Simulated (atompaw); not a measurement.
**Scattering properties, PAW (atompaw) potential for antimony (Sb)**

```
Element                 : Sb (Z = 51)
Generator               : atompaw 4.2.0.5
Type                    : PAW
Functional              : PBE
Relativity              : scalar-relativistic
Frozen core             : [Kr]
Valence charge          : 15
Reference configuration : 4d10 5s1.5 5p3.5
Partial waves           : 5s (bound); 5s channel at 0.25 Ry; 5p (bound); 5p channel at 0.85 Ry; 4d (bound); 4d channel at -0.9 Ry
Local potential         : ultrasoft scheme with l = 3 at 0 Ry, radius 2.05 bohr
Core correction         : smooth core density matched at 1.55 bohr
Augmentation charge     : besselshape compensation charge, radius 2.30 bohr; PAW radius 2.45 bohr; waves and projectors: bloechl
```

The phase is arctan(r·u′/u) with u = r·R(r), unwrapped; energies in Ry, scanned from -5 to 5 Ry. A pole is an energy at which the radial function vanishes at the test radius. The pseudo phase is shifted by a multiple of π to meet the all-electron one at the reference energy, and phase errors are pseudo minus all-electron; the curves can meet again beyond the range given. Levels narrower than the energy grid can be missing from the lists of poles.

A narrow feature of the pseudo curve, probably an extra level, lies near -0.16 Ry in the p channel; the grid steps over it, so the window and error are not given (n/a).

| channel | radius (bohr) | reference energy (Ry) | poles, all-electron | poles, pseudo | unbroken range about the reference energy with phases within 0.05 rad | phase error 1 Ry above the reference energy (rad) |
| --- | --- | --- | --- | --- | --- | --- |
| s | 2.45 | -0.97 | 0.57 | -1.58, 0.57 | -1.5 to 3.6 | +0.000 |
| p | 2.45 | -0.38 | 1.97 | 1.99 | n/a | n/a |
| d | 2.45 | -2.51 | -2.44, 4.45 | -2.44, 4.77 | the whole range | +0.000 |

Note: ghost state, extra bound levels that the all-electron valence spectrum of the same l lacks: s at -21.3 eV. A true bound ghost makes a file unfit for plane-wave use.

Phases in the s channel:

| E (Ry) | all-electron | pseudo |
| --- | --- | --- |
| -5.00 | 1.352 | 4.491 |
| -4.52 | 1.334 | 4.473 |
| -4.04 | 1.311 | 4.449 |
| -3.56 | 1.279 | 4.418 |
| -3.08 | 1.233 | 4.370 |
| -2.60 | 1.157 | 4.294 |
| -2.12 | 1.010 | 4.143 |
| -1.64 | 0.621 | 3.707 |
| -1.16 | -0.471 | -0.470 |
| -0.68 | -1.185 | -1.185 |
| -0.20 | -1.418 | -1.418 |
| 0.28 | -1.527 | -1.527 |
| 0.76 | -1.595 | -1.594 |
| 1.24 | -1.646 | -1.645 |
| 1.72 | -1.691 | -1.689 |
| 2.20 | -1.738 | -1.733 |
| 2.68 | -1.793 | -1.783 |
| 3.16 | -1.868 | -1.845 |
| 3.64 | -1.985 | -1.933 |
| 4.12 | -2.209 | -2.076 |
| 4.60 | -2.737 | -2.346 |
